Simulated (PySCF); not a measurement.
Working out the ionisation energy of S(2+)

S(2+) [Ne] 3s2 3p2 (3P) → S(3+) [Ne] 3s2 3p1 (2P). All numbers are calculated (PySCF 2.14, scalar relativity by spin-free X2C-1e, in x2c-QZVPPall with one added diffuse shell each of s, p, d, f type (10s7p5d3f1g, 86 functions)). Frozen: [Ne]. Energies in hartree (1 hartree = 27.21139 eV):

| part | S(2+) (lower) | S(3+) (upper) |
| --- | --- | --- |
| UHF | -397.424336 | -396.169331 |
| CCSD correlation | -0.092918 | -0.072399 |
| (T) | -0.002509 | -0.001112 |

Question: What does Hartree-Fock give?

Answer: (-396.169331) − (-397.424336) = 1.255005 hartree = 34.150 eV.

Question: What do CCSD and CCSD(T) give?

Answer: The CCSD correlation energies differ by 0.020519 hartree = 0.558 eV and the triples by 0.001397 hartree = 0.038 eV, so CCSD gives 34.708 eV and CCSD(T) 34.746 eV.

Reference: 34.86 ± 0.04 eV (semi-empirical (NIST evaluation); NIST Atomic Spectra Database, ionization energies), between the lowest levels; spin-orbit coupling is absent from the calculation.

What remains against the reference includes basis incompleteness, the frozen core and higher excitations.
